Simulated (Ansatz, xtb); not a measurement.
SnNH3S2 (SMILES [NH2][SnH]1[S][S]1): methods side by side

The species is SnNH3S2 (7 atoms), meant as a singlet with charge 0. As SMILES, `[NH2][SnH]1[S][S]1`. Geometry: relaxed at PBE0-D4/def2-TZVP. This is one conformer, not always the lowest.

Quantity: the electronic atomisation energy, in eV. The values are calculated. Electronic energies at fixed atoms, without zero-point motion or spin-orbit coupling.

```json
{"level": "GFN0-xTB", "kind": "semi-empirical", "program": "xtb", "value (eV)": "29.54", "less CCSD(T)/def2-SVP": "+12.26", "CPU time (all runs)": "under 2 s"}
{"level": "HF/def2-SVP (core potential)", "kind": "Hartree–Fock", "program": "Ansatz", "value (eV)": "10.96", "less CCSD(T)/def2-SVP": "-6.32", "CPU time (all runs)": "4.1 s"}
{"level": "SVWN5/def2-SVP (core potential)", "kind": "LDA", "program": "Ansatz", "value (eV)": "23.34", "less CCSD(T)/def2-SVP": "+6.06", "CPU time (all runs)": "8.2 s"}
{"level": "BLYP/def2-SVP (core potential)", "kind": "GGA", "program": "Ansatz", "value (eV)": "18.96", "less CCSD(T)/def2-SVP": "+1.68", "CPU time (all runs)": "13 s"}
{"level": "r2SCAN/def2-SVP (core potential)", "kind": "meta-GGA", "program": "Ansatz", "value (eV)": "19.29", "less CCSD(T)/def2-SVP": "+2.01", "CPU time (all runs)": "29 s"}
{"level": "BHLYP/def2-SVP (core potential)", "kind": "global hybrid", "program": "Ansatz", "value (eV)": "17.90", "less CCSD(T)/def2-SVP": "+0.62", "CPU time (all runs)": "15 s"}
{"level": "CAM-B3LYP/def2-SVP (core potential)", "kind": "range-separated hybrid", "program": "Ansatz", "value (eV)": "18.92", "less CCSD(T)/def2-SVP": "+1.64", "CPU time (all runs)": "15 s"}
{"level": "MP2/def2-SVP (core potential)", "kind": "perturbation theory", "program": "Ansatz", "value (eV)": "17.52", "less CCSD(T)/def2-SVP": "+0.24", "CPU time (all runs)": "5.3 s"}
{"level": "CCSD(T)/def2-SVP (core potential)", "kind": "coupled cluster or CI", "program": "Ansatz", "value (eV)": "17.28", "less CCSD(T)/def2-SVP": "0.00", "CPU time (all runs)": "36 s"}
```

Differences are taken from CCSD(T)/def2-SVP (core potential) for orientation; it has basis-set and higher-order errors of its own. Correlated wave functions underbind in double-zeta sets. The values span 10.96 to 29.54 eV. GFN0-xTB: no spin polarisation, so open shells miss the exchange term that lowers them. In the correlated wave-function rows the outer d shell of Sn is correlated, in sets not made for it. In so small a basis fixed costs decide the times, and correlated methods can beat functionals. CPU times are rough (shared hosts, several kinds of processor and program).
